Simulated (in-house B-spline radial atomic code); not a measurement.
A fraction x of an electron is added to 5s in neutral ruthenium, starting from [Kr] 4d7 5s1 and keeping the highest spin. All numbers are computed (scalar-relativistic (X2C) RPBE, spin-polarised, spherical fractional occupations; Fermi nucleus of rms radius 4.4809 fm) with a radial B-spline atomic code at the basis-set limit, not measured.

```
  x  E(x) - E(0) (eV)  5s down level (eV)
  0            0.0000                   -
0.1           -0.2939              -2.680
0.2                 ?                   ?
0.3           -0.7318              -1.717
0.4                 ?                   ?
0.5           -0.9864              -0.842
0.6           -1.0499              -0.430
```

Problem. What belongs in the row x = 0.2?

Solution. An energy change of -0.5369 eV; 5s down at -2.185 eV.

Problem. What belongs in the row x = 0.4?

Solution. An energy change of -0.8810 eV; 5s down at -1.270 eV.

Problem. Up to what added charge does this functional bind the extra electron?

Solution. The highest level rises by about 5.1 eV per electron near x = 0.6 and would reach zero near x = 0.67, so a whole extra electron isn't bound at the basis-set limit.
